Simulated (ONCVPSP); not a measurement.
What the settings do to the ONCV potential of tellurium

Base potential:

- Element: tellurium (Te)
- Generator: ONCVPSP 4.0.1
- Type: optimised norm-conserving Vanderbilt (ONCV)
- Functional: PBE
- Relativity: scalar-relativistic
- Frozen core: [Kr] 4d10
- Valence charge: 6
- Reference configuration: 5s2 5p2 (charge +2)
- Partial waves: 5s: rc 1.90 bohr, ncon 4, nbas 7, qcut 3.1 1/bohr, 1 projector; 5p: rc 1.65 bohr, ncon 4, nbas 7, qcut 4.2 1/bohr, 2 projectors, debl 2 Ha
- Local potential: polynomial inside 1.30 bohr (lpopt 5, dvloc0 0 Ha)
- Core correction: Teter function, fcfact 2, rcfact 1.1

Cutoffs, loose and tight: the cutoffs (Ha) at which the residual kinetic energy of the hardest occupied pseudo-wave falls to 1 and 0.1 mHa per electron. They do not see the model core or the augmentation charge, which bear on the density cutoff. Test errors are all-electron minus pseudo excitation energies from the reference, over the configurations 5s2 5p4; 5s2 5p3; 5s2 5p1; 5s0 5p6. A dash means not determined; rows that change the core or the reference have their own tests.

A true bound ghost makes a file unfit for plane-wave use even where its test errors are small: the radial tests pick states by their node count and pass the ghost by.

| change | outcome | cutoff, loose | cutoff, tight | bound ghosts | GHOST(+) flags above zero | largest test error (meV) |
| --- | --- | --- | --- | --- | --- | --- |
| base | generated | 46 Ha | 57 Ha | s, p | none | +26 |
| p: qcut 2.7 | generated | 45 Ha | 56 Ha | s | p | +27 |
| p: qcut 3.6 | generated | 46 Ha | 57 Ha | s | p | +26 |
| p: qcut 4.6 | generated | 46 Ha | 57 Ha | s, p | none | +26 |
| p: qcut 5.6 | generated | 32 Ha | 54 Ha | s, p | none | +31 |

Q: What comes out with this change to the base: p: qcut 6.3?

A: outcome: generated; cutoff, loose: 26 Ha; cutoff, tight: 51 Ha; bound ghosts: s, p; GHOST(+) flags above zero: none; largest test error (meV): +38.

Q: What comes out with this change to the base: p: qcut 3.2?

A: outcome: generated; cutoff, loose: 45 Ha; cutoff, tight: 57 Ha; bound ghosts: s; GHOST(+) flags above zero: p; largest test error (meV): +26.

Q: What comes out with this change to the base: p: qcut 5.1?

A: outcome: generated; cutoff, loose: 44 Ha; cutoff, tight: 56 Ha; bound ghosts: s, p; GHOST(+) flags above zero: none; largest test error (meV): +28.

Reading the sweep of the qcut of the p channel (base included, trends over the rows without a ghost): Bound ghosts are found at 2.7, 3.2, 3.6, 4.2, 4.6, 5.1, 5.6, 6.3 1/bohr. Every judged row has one, so this setting neither creates nor removes them.
